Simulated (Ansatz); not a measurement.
C6H8, triplet, geometry from GFN2-xTB (a higher spin typed on purpose: for a closed-shell molecule this is an excited state), with bond 10-4 at 1.25 times its length; HF/3-21G (Ansatz, a quantum-chemistry and plane-wave program).

The Ansatz input:
Ansatz 0.2 input:
```yaml
crystal:
  periodic: [false, false, false]
  atoms:
    - {symbol: C, position_ang: [0.29204972, -1.33373480, 0.37611126]}
    - {symbol: C, position_ang: [1.38596674, -0.46486984, 0.08158482]}
    - {symbol: C, position_ang: [1.16947575, 0.83789033, -0.27190093]}
    - {symbol: C, position_ang: [-0.15697248, 1.35345216, -0.38617111]}
    - {symbol: C, position_ang: [-1.29335822, 0.41863186, -0.41164593]}
    - {symbol: C, position_ang: [-1.04697997, -0.76025336, 0.58594219]}
    - {symbol: H, position_ang: [0.42643304, -2.40151465, 0.33826598]}
    - {symbol: H, position_ang: [2.38896484, -0.86311532, 0.11710703]}
    - {symbol: H, position_ang: [2.00163683, 1.50401583, -0.44409629]}
    - {symbol: H, position_ang: [-0.37038908, 2.68154442, -0.33548057]}
    - {symbol: H, position_ang: [-1.39716864, -0.04195927, -1.40249004]}
    - {symbol: H, position_ang: [-2.23303014, 0.92384547, -0.17885317]}
    - {symbol: H, position_ang: [-1.82763550, -1.51658489, 0.48127050]}
    - {symbol: H, position_ang: [-1.13258388, -0.32731124, 1.59089290]}
basis:
  gaussian:
    orbitals: 3-21G.json
hamiltonian:
  xc: hf
magnetization: {spin_polarized: true, initial_magnetization: 2}
scf: {lower_state_search: standard}
```
The basis file holds 3-21G in the JSON format of the Basis Set Exchange.

It wrote (shortened):

```
Functional definition: HF
938 factors; integrals over basis functions are off by at most 9.8e-4 eV
mean field evaluation 1: about -6267.3659 eV, gradient 1.9e1 eV
mean field evaluation 2: about -6267.9701 eV, gradient 1.9e1 eV
mean field evaluation 4: about -6270.6856 eV, gradient 2.7e0 eV
mean field evaluation 8: about -6270.8422 eV, gradient 3.1e-1 eV
mean field evaluation 16: about -6270.8453 eV, gradient 5.7e-3 eV
mean field evaluation 32: about -6270.8533 eV, gradient 1.2e-3 eV
mean field evaluation 64: about -6270.8521 eV, gradient 2.0e-2 eV
mean field evaluation 96: about -6270.8521 eV, gradient 7.1e-5 eV
mean field evaluation 128: about -6270.8453 eV, gradient 4.6e-5 eV
mean field -6270.85333002 eV, -230.4496093410 hartree, gradient 3.4e-5 eV, S^2 2.082307; 4 other end points of the search recorded, 0 dependent functions left out
reference -6270.85333002 eV, -230.4496093410 hartree; 23, 21 occupied and 47, 49 virtual orbitals, 938 factors
Total energy: -6270.85333002 eV, -230.4496093410 hartree
```
